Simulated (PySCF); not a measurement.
Start geometry of `[SiH3]/N=C1\CC=C1` from a GFN2-xTB structure with every atom displaced at random (by about 0.01 Å) (Å):
```
atom  x, y, z in Å
Si1    2.3920    0.4625   -0.2531
N2     0.9261   -0.3095   -0.7823
C3    -0.2585   -0.3250   -0.3606
C4    -1.4365   -0.9920   -0.7810
C5    -2.1852   -0.4615    0.2115
C6    -1.0288    0.3207    0.8098
H7     2.8065   -0.0515    1.0371
H8     2.2103    1.9429   -0.1323
H9     3.3214    0.1700   -1.2964
H10   -1.6966   -1.6650   -1.5778
H11   -3.2200   -0.5276    0.5357
H12   -1.0961    1.4026    0.7835
H13   -0.7286    0.0166    1.7954
```

What comes out of this run: PBE0-D3(BJ)/def2-SVP geometry optimisation, gas phase in PySCF 2.14.0?

```
atom  x, y, z in Å
Si1    2.1915    0.4063   -0.2638
N2     0.8238   -0.5613   -0.7486
C3    -0.3727   -0.4280   -0.3772
C4    -1.6284   -1.1459   -0.6778
C5    -2.3428   -0.3419    0.1397
C6    -1.1688    0.5160    0.5686
H7     3.1998   -0.4906    0.3731
H8     1.8531    1.5078    0.7011
H9     2.7936    1.0143   -1.4861
H10   -1.8691   -1.9972   -1.3171
H11   -3.4003   -0.3078    0.4111
H12   -1.1971    1.5743    0.2591
H13   -0.8843    0.4641    1.6330
```

The energy falls by 6.2 kcal/mol over 12 energy and gradient evaluations, the largest force component goes from 0.0415 to 3.0e-04 Eh/bohr, and the atoms move by 0.533 Å rms after alignment. The bond that changes most is Si1–H9 (SiH3 silicon to Si–H hydrogen), which lengthens by 0.065 Å. Bonds longer at the end by more than 0.005 Å: 9 of 13; shorter: 0. Among the angles that change most is Si1–N2–C3, from 134.2° to 127.2°. Among the dihedrals that turn most is H7–Si1–N2–C3, from 65° to 121°. Rotational constants go from 10033, 1571, 1392 to 9537, 1608, 1411 MHz. The orientation of the end geometry is arbitrary; only internal coordinates are fixed.

The run used 123 basis functions and 89 SCF cycles in all. The run took 74 s of wall time on one thread, Arm Neoverse V1 (aarch64) (shared host), and the process peaked at 0.50 GiB of memory.

PBE0-D3(BJ)/def2-SVP frequencies: not computed here.
